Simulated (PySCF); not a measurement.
# EPR parameters of C4H6FO3S

Species: C₄H₆FO₃S (doublet state).
Cartesian coordinates in Å at the GFN2-xTB level; atoms count from 1:
```xyz
15
C4H6FO3S angstrom
C      2.7438   -0.1574    0.0957
O      2.1639   -0.9805   -0.8960
C      0.8327   -0.9242   -0.9650
F      0.3976   -1.7360   -1.9479
C      0.0211   -0.1988   -0.2251
S     -1.7319   -0.1364   -0.2781
C     -2.1463    1.0921    0.9781
O     -2.2260   -1.4216    0.1331
O     -2.0902    0.3701   -1.5755
H      3.8181   -0.3122    0.0269
H      2.4995    0.8925   -0.0873
H      2.3831   -0.4375    1.0890
H     -1.8238    0.7052    1.9357
H     -1.6277    2.0073    0.7252
H     -3.2184    1.2452    0.9691
```

The hyperfine couplings belong to this conformer and change with its torsions.

The species is `CO/C(F)=[C]/S(C)(=O)=O` [radical].

Theory: UKS B3LYP, pcH-1 on C F H O S, non-relativistic, mean-field spin-orbit, GIAO (PySCF). The structure is a single GFN2-xTB conformer in the gas phase; no vibrational or solvent corrections. GFN2-xTB frequencies show an imaginary mode (22i cm⁻¹), so this geometry is no minimum at that level. Couplings are sensitive to structure, and on GFN2-xTB geometries they can be far from those on DFT ones. The SCF solution wasn't tested for stability.

* g1, g2, g3: 2.00180, 2.00203, 2.00364
* g_iso: 2.00249
* Form of g: close to axial: the two nearest values differ by 13 % of g3 − g1
* ⟨S²⟩: 0.7576 (exact 0.7500)
* HOMO–LUMO gap, α and β orbitals: 7.12, 2.61 eV
* Basis functions: 295

Hyperfine couplings atom by atom, in mT; T1 to T3 are the principal values of the dipolar part (MHz turned into mT with g_iso):

| atom | isotope | a_iso | of which spin–orbit | T1 | T2 | T3 | Mulliken spin population |
| --- | --- | --- | --- | --- | --- | --- | --- |
| C1 | 13C | 0.47 | 0.00 | -0.05 | -0.04 | 0.09 | 0.00 |
| O2 | 17O | 0.04 | 0.00 | -0.30 | 0.03 | 0.27 | 0.01 |
| C3 | 13C | 0.42 | 0.00 | -0.61 | 0.08 | 0.53 | -0.08 |
| F4 | 19F | 3.86 | 0.03 | -4.44 | -3.08 | 7.52 | 0.04 |
| C5 | 13C | 11.50 | 0.00 | -2.64 | -2.03 | 4.66 | 0.92 |
| S6 | 33S | 0.32 | 0.00 | -0.08 | -0.06 | 0.14 | 0.00 |
| C7 | 13C | -0.26 | 0.00 | -0.03 | -0.03 | 0.06 | 0.00 |
| O8 | 17O | -0.05 | 0.00 | -0.64 | 0.30 | 0.34 | 0.05 |
| O9 | 17O | -0.10 | -0.01 | -0.88 | 0.42 | 0.46 | 0.07 |
| H10 | 1H | 0.23 | 0.00 | -0.06 | -0.05 | 0.11 | 0.00 |
| H11 | 1H | 0.12 | 0.00 | -0.18 | -0.10 | 0.29 | 0.00 |
| H12 | 1H | 0.07 | 0.00 | -0.18 | -0.11 | 0.29 | 0.00 |
| H13 | 1H | 0.12 | 0.00 | -0.10 | -0.09 | 0.19 | 0.00 |
| H14 | 1H | 0.14 | 0.00 | -0.10 | -0.09 | 0.20 | 0.00 |
| H15 | 1H | 0.25 | 0.00 | -0.05 | -0.05 | 0.10 | 0.00 |

Largest spin populations (Mulliken): C5 (+0.92), C3 (-0.08) and O9 (+0.07). C5 is the only atom above +0.15. The positive populations add up to 1.09 and the negative ones to -0.09, together 2S = 1.

Under fast tumbling the dipolar parts average out, and these isotropic splittings remain: 1 × 19F (F4, I = 1/2, 2 lines) with 3.86 mT, 3 × 1H (H13/H14/H15, I = 1/2, 4 lines) with 0.17 mT and 3 × 1H (H10/H11/H12, I = 1/2, 4 lines) with 0.14 mT.

Means are taken over nuclei equivalent by connectivity, which assumes that they swap fast.

The 13C coupling of C5 (322.4 MHz) shows only in satellite lines or after enrichment, since that isotope makes up about 1.07 % of natural carbon.

The 33S coupling of S6 (8.8 MHz) shows only in satellite lines or after enrichment, since that isotope makes up about 0.76 % of natural sulfur.
